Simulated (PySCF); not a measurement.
## Simulated absorption spectrum

Compound: C2H10N2Si2.
Geometry (GFN2-xTB, Å), atoms numbered from 1 in this order:
```
atom  x, y, z in Å
C1     2.8778   -0.6755    0.6959
N2     1.8777    0.0585    0.5995
Si3    0.8615    0.4534   -0.7358
N4    -0.7579    0.3099   -0.1427
C5    -1.7680    0.9548   -0.9527
Si6   -1.3417   -0.7813    1.0744
H7     3.4028   -0.7402    1.6466
H8     3.2921   -1.2828   -0.1156
H9     1.0480   -0.3446   -1.9613
H10    1.1512    1.8658   -0.9949
H11   -2.0854    0.3174   -1.7839
H12   -2.6467    1.1843   -0.3503
H13   -1.3823    1.8840   -1.3698
H14   -2.2740   -0.0213    1.9148
H15   -0.1873   -1.2747    1.8114
H16   -2.0755   -1.8987    0.4555
```

Method: TDDFT CAM-B3LYP/def2-SVPD, vertical, gas phase, core orbitals frozen in the response (PySCF 2.14.0, density-fitted response routines).

Each state is given a Gaussian of 0.25 eV full width at half maximum, with ε(max) = 2.175×10⁸ f / Δν̃ (Δν̃ the width in cm⁻¹). The width is an assumption, not a result. The curve ends short of the highest state used, and states not computed would add to its high-energy end.

E (eV), ε (L mol⁻¹ cm⁻¹) and a bar:
```
     3.61          0 
     3.72          3 
     3.83         21 
     3.93         55 #
     4.04         58 #
     4.14         24 
     4.25          3 
     4.35          0 
     4.46          0 
     4.56          0 
     4.67          0 
     4.77          0 
     4.88          0 
     4.98          0 
     5.09          0 
     5.19          0 
     5.30          3 
     5.40         34 #
     5.51        159 ###
     5.61        254 ####
     5.72        153 ##
     5.83         32 #
     5.93          5 
     6.04         47 #
     6.14        310 #####
     6.25       1003 ################
     6.35       1520 #########################
     6.46       1844 ##############################
     6.56       1766 #############################
     6.67        825 #############
```

Q: Where are the band maxima, and which computed states make them?

A: 311 nm (3.99 eV), ε about 65, made up of S1 (100%); 221 nm (5.61 eV), ε about 250, made up of S2 (100%); 191 nm (6.50 eV), ε about 1900, made up of S4 (15%) and S5 (81%) (ε in L mol⁻¹ cm⁻¹; maxima over ε = 5, shares over 10%). The states used: S1 3.99 eV (f 0.0006); S2 5.61 eV (f 0.0024); S3 6.29 eV (f 0.0062); S4 6.37 eV (f 0.0059); S5 6.54 eV (f 0.015); S6 7.01 eV (f 0.037); S7 7.05 eV (f 0.016); S8 7.27 eV (f 0.0037).

Q: What would ε be at 6.50 eV, the highest of these maxima, with half the width (0.125 eV)?

A: About 2470 L mol⁻¹ cm⁻¹ against 1910, a factor of about 1.3; a lone state at its own centre would give exactly 2.

Q: On this curve, what absorbance would a 10⁻³ mol/L sample give at 193 nm over a 1 cm path?

A: 193 nm is 6.424 eV, where ε is about 1700 L mol⁻¹ cm⁻¹, so A = ε c l ≈ 1.7 (Beer–Lambert, with the gas-phase spectrum and the assumed width).

Q: Coming from long wavelengths, where does ε first pass 100 L mol⁻¹ cm⁻¹?

A: At about 227 nm (5.47 eV), 1.48 eV above S1.

One conformer stands for the species.
